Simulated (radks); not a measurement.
Results of a calculation; reference values are marked as such.
O+, configuration [He] 2s2 2p3. Code: a radial shooting solver on a logarithmic mesh with Libxc functionals. Model: non-relativistic Kohn-Sham, LB94 model potential, spin-polarised, spherical densities, point nucleus; open shells are filled with parallel spins first.

Radial electron density D(r) = 4 pi r^2 rho(r):

| r (bohr) | D(r) (e/bohr) | spin D(r) |
|---|---|---|
| 0.008573 | 0.2526 | 0.000590 |
| 0.01056 | 0.3709 | 0.000869 |
| 0.013 | 0.5408 | 0.00127 |
| 0.016 | 0.7814 | 0.00186 |
| 0.01954 | 1.102 | 0.00266 |
| 0.02406 | 1.554 | 0.00383 |
| 0.02963 | 2.156 | 0.00551 |
| 0.03648 | 2.931 | 0.00792 |
| 0.04491 | 3.886 | 0.0114 |
| 0.05529 | 4.998 | 0.0168 |
| 0.06808 | 6.193 | 0.0253 |
| 0.08382 | 7.331 | 0.0396 |
| 0.1032 | 8.210 | 0.0644 |
| 0.1271 | 8.598 | 0.109 |
| 0.1564 | 8.312 | 0.187 |
| 0.1911 | 7.376 | 0.313 |
| 0.2352 | 5.923 | 0.521 |
| 0.2896 | 4.427 | 0.830 |
| 0.3566 | 3.399 | 1.24 |
| 0.4391 | 3.141 | 1.72 |
| 0.5406 | 3.545 | 2.18 |
| 0.6656 | 4.147 | 2.49 |
| 0.8195 | 4.409 | 2.54 |
| 1.009 | 4.025 | 2.25 |
| 1.242 | 3.073 | 1.71 |
| 1.517 | 1.959 | 1.11 |
| 1.868 | 0.9772 | 0.571 |
| 2.3 | 0.3708 | 0.228 |
| 2.832 | 0.1014 | 0.0669 |
| 3.486 | 0.01868 | 0.0134 |
| 4.293 | 0.002139 | 0.00167 |

D(r) has 2 maxima, at r = 0.130, 0.806 bohr, and minima at 0.422 bohr, inside which lie 2.21 electrons.
